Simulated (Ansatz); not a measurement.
Harmonic frequencies (cm⁻¹) at PBE0-D4/def2-TZVP from Ansatz: 70, 88, 92, 231, 263, 364, 401, 432, 2319.

(1) Which molecule is it?
A. `[SH][InH][SH]`
B. `[F][InH][F]`
C. `[F][InH2]`
D. `N#[C][In]([Cl])[Cl]`

## Answers

(1) D.
